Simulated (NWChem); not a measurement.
System: Si₂NH₆OCl; SMILES [SiH3][Si@@](N)(Cl)O

```xyz
11

N     -1.3812    -0.5908    -1.3094
Si    -0.3981    -0.1049     0.0146
O     -1.2922    -0.0590     1.4090
Si     0.6767     1.9658    -0.0921
Cl     1.0809    -1.5720     0.0889
H     -2.1471    -0.0109    -1.6341
H     -0.9949    -1.1624    -2.0515
H     -1.8730    -0.8163     1.5488
H     -0.3243     3.0695    -0.2397
H      1.5741     1.9851    -1.2889
H      1.4965     2.2128     1.1323
```
Atoms are numbered in this order, from 1.

Computed with NWChem. All runs use the structure optimised with PBE0/def2-SVP. Total energies of different functionals are on different scales.

| level | energy (Ha) | highest occupied level (eV) | orbital gap (eV) | dipole (D) |
|---|---|---|---|---|
| PBE/def2-TZVP | -1172.3582 | -6.32 | 5.57 | 2.56 |
| B3LYP/def2-TZVP | -1173.0588 | ___ | ___ | 2.56 |
| TPSSh/def2-TZVP | -1173.0506 | -6.92 | 6.70 | 2.58 |
| CAM-B3LYP/def2-TZVP | -1172.9781 | -8.99 | 10.08 | 2.57 |
| PBE0/def2-TZVP | -1172.4586 | -7.62 | 7.72 | 2.58 |

### Question
Fill in the missing entries.

### Answer

- B3LYP/def2-TZVP, highest occupied level (eV): -7.41
- B3LYP/def2-TZVP, orbital gap (eV): 7.30
